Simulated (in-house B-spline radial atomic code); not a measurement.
# RPA and G0W0 on BLYP: Cl7+

Configuration [He] 2s2 2p6, mean-field start BLYP. Computed with a B-spline radial code for spherical atoms: all electrons, scalar-relativistic (spin-free one-electron X2C), finite nucleus, each spin shell either full or empty, empty states to l = 9 with an (l + 1/2)⁻⁴ tail; G0W0 by contour deformation at full frequency.

Command:
```bash
python run_gw.py task.json out
```
Settings (radii: box in bohr, nucleus in fm):
```
Z                        17
electrons                10
configuration            [He] 2s2 2p6
hamiltonian              x2c
method                   b88,lyp
lmax                     9
rms_radius               3.3654
spin_polarised           False
box_radius               8.41
intervals                67
```

Cost of the run: 1.3 s on 1 thread of Arm Neoverse N1 (shared host).

Energies (hartree):

| term | value |
| --- | --- |
| mean-field total | -446.56284 |
| Hartree-Fock functional on these orbitals | -446.14807 |
| direct second order | -0.6735 |
| second-order exchange | 0.23796 |
| SOSEX correction | 0.22541 |

What is the RPA correlation energy, and what remains with SOSEX?

RPA gives -0.62323 hartree (-1.7 eV per electron); RPA + SOSEX gives -0.39781, and the second-order doubles -0.43554 hartree (no singles). RPA lacks exchange-type terms and so overcorrelates at short range.

Quasi-particle levels (eV):

```json
{"level": "2p", "occupied": "yes", "mean field": "-323.34", "Σx - vxc": "-27.45", "Σc": "?", "QP weight": "?", "G0W0": "?"}
{"level": "2s", "occupied": "yes", "mean field": "-383.33", "Σx - vxc": "-36.87", "Σc": "4.88", "QP weight": "0.974", "G0W0": "-415.32"}
{"level": "1s", "occupied": "yes", "mean field": "-2890.62", "Σx - vxc": "-111.81", "Σc": "29.93", "QP weight": "0.887", "G0W0": "-2972.50"}
{"level": "3s", "occupied": "no", "mean field": "-124.73", "Σx - vxc": "11.23", "Σc": "-0.70", "QP weight": "0.998", "G0W0": "-114.20"}
```

G0W0 = mean field + (Σx - vxc) + Σc, with Σc (partial-wave tail included) taken at the quasi-particle energy.

Where does G0W0 put 2p?

At -348.60 eV, with Σc = 2.19 eV and a quasi-particle weight of 0.981. The tabulated removal energy is 348.306 ± 0.007 eV (NIST, measured); the calculation leaves out spin-orbit coupling, Breit and QED terms, and what these don't explain is the method's own error.
